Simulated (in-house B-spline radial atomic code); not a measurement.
# Removing one electron from In³⁺

Closed shell [Kr] 4d10. Computed with an all-electron radial atomic-structure program (B-spline basis): Koopmans values of Dirac-Hartree-Fock plus a diagonal self-energy, in second order or with its direct term screened (direct RPA, with the hole-particle interaction, or full time-dependent Hartree-Fock), linearised in energy; no-pair Dirac-Coulomb Hamiltonian, finite nucleus. Shifts add to the Koopmans value (the ΔSCF shift is orbital relaxation alone); the final value takes TDHF screening with Breit and QED.

Command:
```bash
python run_mb.py task.json out
```
Settings (nuclear radius in fm, box in bohr, cutoff in hartree):
```
basis_form          2
Z                   49
core_configuration  [Kr] 4d10
rms_radius          4.6156
mass_number         115
speed_of_light      137.036
box_radius          13.958
lmax                7
intervals           63
virtual_cutoff      9604.0
```

Time taken, with all properties: 92 s on 1 thread of Intel(R) Xeon(R) Platinum 8488C, with other jobs on the host.

Energies in eV:

```
subshell  Koopmans  ΔSCF shift  second order  direct RPA  hole-particle    TDHF  Breit + QED  final
   4d5/2     56.18      -1.851             ?           ?              ?       ?            ?      ?
   4d3/2     57.15      -1.924        -0.962      -0.024         -0.341  -0.353       -0.005  56.79
```

What does the self-energy do to 4d5/2?

It shifts the removal energy by -0.890 eV in second order, 0.007 with direct RPA, -0.298 with the hole-particle term and -0.308 with TDHF screening (quasi-particle weight 0.960); Breit and QED add 0.021 eV. The final value is 55.90 eV, against 55.45 ± 0.04 eV (NIST, measured).
